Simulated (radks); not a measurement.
Values are calculated unless marked as measured or tabulated.
Nd III, 58 electrons, occupied as [Xe] 4f3 6p1 (not the ground configuration).

Code: a radial shooting solver on a logarithmic mesh with Libxc functionals. Model: scalar-relativistic Kohn-Sham, PBEsol, spin-polarised, spherical densities, finite nucleus; open shells are filled with parallel spins first (spin-orbit coupling, left out, can overturn this in heavy ions); Fermi nuclear charge, rms radius 4.9123 fm.

Energy parts (hartree):
part                       energy
total                  -9619.1032
kinetic                10236.0892
electron-nucleus      -23317.1221
Hartree                 3679.7954
exchange-correlation    -217.8657

Orbitals (lengths in bohr, moments of r in powers of bohr; r(90%) holds 90 % of the orbital's charge):
| orbital | occ. | eigenvalue (hartree) | <r^4> | r(90%) |
|---|---|---|---|---|
| 1s up | 1 | -1594.970 | 1.528e-06 | 0.0427 |
| 1s down | 1 | -1594.970 | 1.528e-06 | 0.0427 |
| 2s up | 1 | -258.7159 | 0.0002490 | 0.156 |
| 2s down | 1 | -258.7151 | 0.0002490 | 0.156 |
| 2p up | 3 | -231.4153 | 0.0001833 | 0.145 |
| 2p down | 3 | -231.4147 | 0.0001833 | 0.145 |
| 3s up | 1 | -56.83697 | 0.009954 | 0.391 |
| 3s down | 1 | -56.80273 | 0.009937 | 0.391 |
| 3p up | 3 | -48.22577 | 0.01040 | 0.396 |
| 3p down | 3 | -48.19169 | 0.01038 | 0.396 |
| 3d up | 5 | -36.26112 | 0.008505 | 0.378 |
| 3d down | 5 | -36.23456 | 0.008478 | 0.377 |
| 4s up | 1 | -12.02563 | 0.2506 | 0.871 |
| 4s down | 1 | -11.93672 | 0.2504 | 0.871 |
| 4p up | 3 | -9.19915 | 0.3280 | 0.933 |
| 4p down | 3 | -9.10989 | 0.3279 | 0.933 |
| 4d up | 5 | -5.17832 | 0.5349 | 1.06 |
| 4d down | 5 | -5.08884 | 0.5372 | 1.06 |
| 4f up | 3 | -0.90583 | 3.708 | 1.65 |
| 4f down | 0 | -0.82507 | 4.203 | 1.70 |
| 5s up | 1 | -2.24463 | 7.735 | 2.05 |
| 5s down | 1 | -2.19032 | 7.976 | 2.07 |
| 5p up | 3 | -1.52903 | 14.08 | 2.39 |
| 5p down | 3 | -1.48635 | 14.54 | 2.41 |
| 6p up | 1 | -0.45060 | 512.2 | 5.86 |

The highest occupied level is 6p up at -12.261 eV. The configuration is held as typed, so some empty levels lie below it. The spin density at the nucleus is 0.163 e/bohr^3 (1s -0.050, 2s -0.258, 3s -4.916, 4s -0.110, 5s 5.496).
